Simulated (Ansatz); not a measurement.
B5H3. Total charge 0; singlet. Geometry PBE-D4/def2-SVP; atoms count from 1.

```xyz
8

B    -1.409    0.553   -0.301
B     0.698    0.435    1.565
B     0.169   -0.112   -0.061
B    -0.702    0.880    1.056
B    -0.896   -0.302   -1.494
H     1.720    0.218    2.156
H    -0.714   -0.906   -2.515
H     1.133   -0.765   -0.406
```

Another isomer (singlet) lies 0.33 eV lower at PBE0-D4/def2-TZVP; other spin states weren't run for this one.

(1) Estimate the Mulliken populations from the PBE0/def2-TZVP orbitals of Ansatz.

(2) And the Mayer bond orders between heavy atoms (over 0.3)?

Results:

(1) 
```json
{"atom": "B1", "charge (e)": "-0.14"}
{"atom": "B2", "charge (e)": "0.10"}
{"atom": "B3", "charge (e)": "-0.24"}
{"atom": "B4", "charge (e)": "-0.14"}
{"atom": "B5", "charge (e)": "0.10"}
{"atom": "H6", "charge (e)": "0.10"}
{"atom": "H7", "charge (e)": "0.10"}
{"atom": "H8", "charge (e)": "0.12"}
```
Mulliken values depend strongly on the basis.

(2) B1–B3 0.71 (1.73 Å); B1–B4 1.20 (1.56 Å); B1–B5 1.31 (1.55 Å); B2–B3 0.71 (1.80 Å); B2–B4 1.31 (1.55 Å); B3–B4 0.72 (1.73 Å); B3–B5 0.71 (1.80 Å).
